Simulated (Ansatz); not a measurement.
`F[SiH](F)[AlH2]` + H–F → `F[SiH](F)F` + `[AlH3]`  (cleavage of the Si–Al bond)

Isolated molecules relaxed with PBE0-D4/def2-TZVP in Ansatz; ΔE leaves out vibrations. CCSD(T)/CBS adds triple-zeta CCSD(T) − MP2 to the extrapolated MP2 energy (def2 sets, frozen cores). This one scheme is used for every species. Functionals use def2-TZVPP.

```json
{"level": "BLYP-D4", "ΔE (kcal/mol)": "-39.5"}
{"level": "CCSD/def2-SVP", "ΔE (kcal/mol)": "-41.6"}
```

Problem. What does CCSD(T)/CBS give? (An estimate is asked.)

Solution. Computed: -41.3 kcal/mol. The listed levels differ from it by 1.8, -0.3 kcal/mol.

Largest T1 diagnostic among the species: 0.012.

In def2-TZVPP, CCSD(T) changes the Hartree–Fock value by +5.8 kcal/mol (the triples alone add +0.7 kcal/mol) and MP2 by +4.2 kcal/mol. The D4 term adds +0.9 kcal/mol with B3LYP and +0.5 kcal/mol with PBE0; it sums over pairs of atoms, weighted by their polarisabilities, and B3LYP, whose exchange is more repulsive, gets the larger term.

B3LYP here is the variant with VWN-RPA as its local correlation; programs differ in this.
